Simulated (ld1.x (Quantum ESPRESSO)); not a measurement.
# What one change does to a pseudopotential (oxygen, RRKJ)

ld1.x (Quantum ESPRESSO) 7.5 input, shortened:

```
&input
   title='O', zed=8., rel=1, dft='PBESOL', iswitch=3,
   config='[He] 2s2 2p3'
 /
 &inputp
   pseudotype=2, tm=.false., rho0=0.02, lloc=0,
   nlcc=.true., new_core_ps=.true., rcore=0.70
 /
2
2P  2  1   3.00   0.00  1.95  1.95  0.0
2S  1  0   2.00   0.00  0.85  0.85  0.0
 &test
   configts(1)='2s2 2p3'
 /
```

All-electron outer shells of the reference configuration (PBEsol, scalar-relativistic, ld1.x):

| shell | level (eV) | outermost node (bohr) | outermost maximum (bohr) |
| --- | --- | --- | --- |
| 2s | -39.48 | 0.28 | 0.86 |
| 2p | -24.36 | – | 0.79 |

Change: all radii but the core radius scaled by about 1.06 (s 0.90, p 2.08 bohr).

Cutoffs: the cutoffs (Ry, on a coarse ladder) from which the occupation-weighted sum of valence levels, in a spherical-Bessel basis at the reference potential, stays within 10 and 1 mRy of its value at 400 Ry; they do not see the model core or the augmentation charge, which bear on the density cutoff. Errors are all-electron minus pseudo energies relative to the spin-unpolarised reference configuration.

Task: How do hardness, ghosts and transferability respond?

Result: The potential gets neither clearly harder nor softer (80 Ry and 180 Ry → 70 Ry and 180 Ry); of the 7 tests that both files solve, the error grows in 7 and shrinks in 0 by more than 15 % and 0.3 meV (median size 289.5 → 349.8 meV); neither file shows a bound ghost. More of the atom is replaced by a form fitted at one configuration, so other configurations suffer.

```csv
quantity,base,changed
"cutoff, loose",80 Ry,70 Ry
"cutoff, tight",180 Ry,180 Ry
loose cutoff by channel (10 mRy a level),"p 30 Ry, s 70 Ry","p 30 Ry, s 60 Ry"
bound ghosts,none,none
"error for 2s2 2p4, meV [ΔE -16.36 eV]",+87,+113
"error for 2s2 2p2, meV [ΔE 33.48 eV]",+306,+376
"error for 2s2 2p1, meV [ΔE 87.18 eV]",+1860,+2237
"error for 2s2 2p0, meV [ΔE 163.83 eV]",+5848,+6909
"error for 2s1 2p4, meV [ΔE 15.14 eV]",-8.2,-23
"error for 2s1 2p5, meV [ΔE -1.50 eV]",+290,+350
"error for 2s2 2p4.3, meV [ΔE -18.47 eV]",+112,+147
```
